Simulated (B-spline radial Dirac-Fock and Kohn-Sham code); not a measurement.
## Ne 2p3/2: cross section and angular parameters

System: the Ne atom in the configuration [He] 2s2 2p6; threshold 18.86 eV (orbital energy of the model). Method: Dirac-Hartree-Slater photoionisation with a Latter tail; cross sections with all multipoles, angular parameters from the dipole term and its interference with E2. Computed with a radial finite-basis atomic code.

For linearly polarised light dσ/dΩ = σ/(4π) [1 + β P₂(cos θ) + (δ + γ cos²θ) sin θ cos φ], with θ from the polarisation vector and φ the angle between the beam and the projection of the electron momentum on the plane normal to the polarisation.

```
hν (eV)    σ (kb)      β      γ      δ
   57.5      4730  1.247  0.025  0.009
     60      4550  1.269  0.027  0.009
   60.6      4510  1.275  0.027  0.009
   72.4      3690  1.353  0.037  0.009
     80      3200  1.389  0.043  0.009
   98.9      2220  1.445  0.059  0.010
    125      1360  1.481  0.083  0.011
    167       691  1.489  0.123  0.013
    202       428  1.472  0.153  0.014
    493      33.9  1.213  0.319  0.029
    573      21.3  1.148  0.349  0.034
    663      13.4  1.081  0.379  0.040
    893      5.11  0.939  0.435  0.054
 1253.6      1.63  0.775  0.490  0.075
   1270      1.56  0.769  0.492  0.076
 1486.9     0.907  0.697  0.517  0.088
   1720     0.544  0.633  0.539  0.100
   2310     0.190  0.517  0.585  0.129
   2600     0.124  0.475  0.605  0.141
   4000    0.0251  0.339  0.692  0.195
   4240    0.0202  0.322  0.705  0.204
   5300   0.00857  0.260  0.756  0.238
   5310   0.00850  0.260  0.756  0.239
   6000   0.00529  0.227  0.782  0.259
   6750         ?      ?      ?      ?
 8047.8   0.00167  0.157  0.841  0.314
   8390   0.00141  0.148  0.849  0.322
   9060   0.00104  0.132  0.866  0.338
  11900  0.000350  0.081  0.927  0.398
  12000  0.000338  0.079  0.929  0.400
```

Problem. Give the values at 6750 eV.

Solution. σ = 0.00333 kb, β = 0.198, γ = 0.806, δ = 0.280.
